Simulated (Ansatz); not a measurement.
`[F][Zn][GaH2]` + `OB(O)O` → `OB(O)[O][Zn][F]` + `[GaH3]`  (cleavage of the Zn–Ga bond)

Isolated molecules relaxed with PBE0-D4/def2-TZVP in Ansatz; ΔE leaves out vibrations. CCSD(T)/CBS is the MP2 limit (def2-TZVPP, def2-QZVPP) plus CCSD(T) − MP2 in def2-TZVPP, frozen cores. This one scheme is used for every species. DFT in def2-TZVPP. For Ga, Zn outer-core shells are correlated without core-valence functions, which leaves a few kJ/mol of doubt a bond. Scalar relativity is left out up to krypton. Each species was taken in one conformer, which may not be the lowest.

`[F][Zn][GaH2]`:

```xyz
5

F    -1.313   -2.450    1.553
Zn   -0.584   -1.089    0.690
Ga    0.410    0.764   -0.485
H     1.513    1.656    0.194
H    -0.026    1.120   -1.953
```

`OB(O)O`:

Z-matrix (Å, degrees):
```
B
O 1 1.366
O 1 1.366 2 120.0
O 1 1.366 2 120.0 3 180.0
H 2 0.960 1 112.2 3 -0.0
H 3 0.960 1 112.2 2 180.0
H 4 0.960 1 112.2 2 0.0
```

`OB(O)[O][Zn][F]`:

Cartesian coordinates in Å:
```
O -1.346 -0.347 1.480
B -0.496 -0.165 0.425
O 0.690 0.571 0.499
O -0.775 -0.706 -0.775
Zn 0.479 -0.332 -1.986
F 1.608 -0.061 -3.282
H -1.082 0.067 2.302
H 0.921 0.972 1.337
```

`[GaH3]`:

Z-matrix (Å, degrees):
```
Ga
H 1 1.568
H 1 1.568 2 120.0
H 1 1.568 2 120.0 3 -179.9
```

```json
{"species": "`[F][Zn][GaH2]`", "r2SCAN energy (Eh)": "-3805.29885"}
{"species": "`OB(O)O`", "r2SCAN energy (Eh)": "-252.48494"}
{"species": "`OB(O)[O][Zn][F]`", "r2SCAN energy (Eh)": "-2131.16235"}
{"species": "`[GaH3]`", "r2SCAN energy (Eh)": "-1926.60542"}
```

Work out ΔE.

ΔE = (-2131.16235) + (-1926.60542) − (-3805.29885) − (-252.48494) = 0.01602 Eh = +42.1 kJ/mol. CCSD(T)/CBS gives +36.9 kJ/mol.

Largest T1 diagnostic among the species: 0.016.

From PBE to PBE0 (25 % exact exchange), in def2-TZVPP and without D4, ΔE moves by −4.1 kJ/mol. The D4 term adds −3.5 kJ/mol with B3LYP and −1.9 kJ/mol with PBE0; it sums over pairs of atoms, weighted by their polarisabilities, and B3LYP, whose exchange is more repulsive, gets the larger term.

B3LYP here is the variant with VWN-RPA as its local correlation; programs differ in this.
